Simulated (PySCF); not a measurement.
A structure optimised at ωB97X-D3(BJ)/def2-TZVP, used in a PySCF frequency run:

```xyz
6

Al     0.1389     0.7785     0.0000
C     -0.0431    -1.1780     0.0000
H     -0.6181    -1.4876     0.8809
H     -0.6181    -1.4876    -0.8809
H      0.9032    -1.7212     0.0000
H     -1.2133     1.6439     0.0000
```
Charge 0, spin multiplicity 2.

Q: Write its SMILES, formula and point group.

A: [CH3][AlH], CH4Al, Cs

Q: What are its rotational constants (standard atomic weights)?

A: 100.10, 11.358, 10.888 GHz
